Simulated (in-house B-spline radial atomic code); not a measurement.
**Zn⁶⁺: [Ar] 3d5 4d1 (an excited or competing configuration)**

Method: non-relativistic PBE0, spin-polarised, spherical fractional occupations, exact exchange averaged over the configuration, point nucleus. Calculated with an all-electron radial atomic-structure program (B-spline basis).

Effective charges: Z_r = [3n² - l(l+1)]/(2<r>) from the radius, Z_e = n√(-2ε) from the energy, and Slater's rules. Values are occupation-weighted means over spin.

| shell | electrons | ε (eV) | <r> (bohr) | Z_r | Z_e | Slater |
| --- | --- | --- | --- | --- | --- | --- |
| 1s | 2 | -9601.8 | 0.05111 | 29.35 | 26.57 | 29.70 |
| 2s | 2 | -1298.8 | 0.2294 | 26.16 | 19.54 | 25.85 |
| 2p | 6 | -1160.9 | 0.1995 | 25.06 | 18.47 | 25.85 |
| 3s | 2 | -265.52 | 0.6596 | 20.47 | 13.25 | 18.75 |
| 3p | 6 | -219.94 | 0.669 | 18.69 | 12.06 | 18.75 |
| 3d | 5 | -148.6 | 0.6704 | 15.66 | 9.91 | 10.60 |
| 4d | 1 | -56.414 | 2.007 | 10.46 | 8.15 | 7.00 |

The least bound orbital is 4d up at -56.41 eV, and it is also the most diffuse (<r> = 2.007 bohr).

The density falls to 0.001 bohr⁻³ at 3.186 bohr; Σ<r²> = 11.827 bohr² gives, by the non-relativistic formula and without the paramagnetism of open shells, a Langevin diamagnetic susceptibility of -9.367×10⁻⁶ cm³/mol.
